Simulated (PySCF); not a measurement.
Cd(tBu)(OSiH3), SMILES [O]([Cd][C](C)(C)C)[SiH3], singlet at its GFN2-xTB optimised geometry (Å):

```
19

Cd    -2.2599    -0.1211    -2.6646
C     -1.1317     0.8036    -4.3100
C     -0.2035     1.8030    -3.6268
C     -0.3187    -0.3441    -4.9023
C     -1.9746     1.4850    -5.3830
H      0.5101     2.2057    -4.3510
H      0.3633     1.3166    -2.8277
H     -0.7635     2.6422    -3.2041
H      0.2356    -0.8669    -4.1158
H     -0.9619    -1.0597    -5.4223
H      0.4055     0.0429    -5.6243
H     -2.6463     0.7806    -5.8722
H     -2.5631     2.3035    -4.9695
H     -1.3130     1.9023    -6.1477
O     -1.0106    -1.0886    -1.2894
Si    -0.4624    -0.3557     0.0000
H      1.0106    -0.3557     0.0000
H     -0.9569    -0.9799     1.2373
H     -0.9145     1.0886     0.0000
```

Computed with PySCF with CAM-B3LYP/def2-SVP, def2 effective core potentials past Kr. The core electrons that the potentials of Cd replace are not part of the density. Cells within 0.4 Å of a nucleus heavier than hydrogen are left out (blank, or x).

Map of the deformation density (molecule minus spherical neutral atoms) (e/bohr³) on the plane z = 0.0 Å:

```
|111111111111111111111111111|
|111111111111111111111111111|
|111111111111111111111111111|
|111111111111111111111111111|
|111111111111111111111111111|
|111111111111111111111111111|
|111111111111111111111111111|
|111111111122211111111111111|
|111111122333211111111111111|
|111111123685321111111111111|
|111111124797321111111111111|
|111111123675311121111111111|
|111111112333112332211111111|
|11111111011x113564211111111|
|1111111000xxx15897211111111|
|1111111000xxx14785211111111|
|111111111101012443211111111|
|111111111110001222111111111|
|111111111110001111111111111|
|111111111111001111111111111|
|111111111111111111111111111|
|111111111111111111111111111|
|111111111111111111111111111|
|111111111111111111111111111|
|111111111111111111111111111|
|111111111111111111111111111|
|111111111111111111111111111|
```
Scale: ten equal steps from -0.019 (start of '0') to 0.079 (end of '9'), in the order '0123456789'; x runs from -3.50 to 3.50, y from -3.50 (bottom) to 3.50 (top).
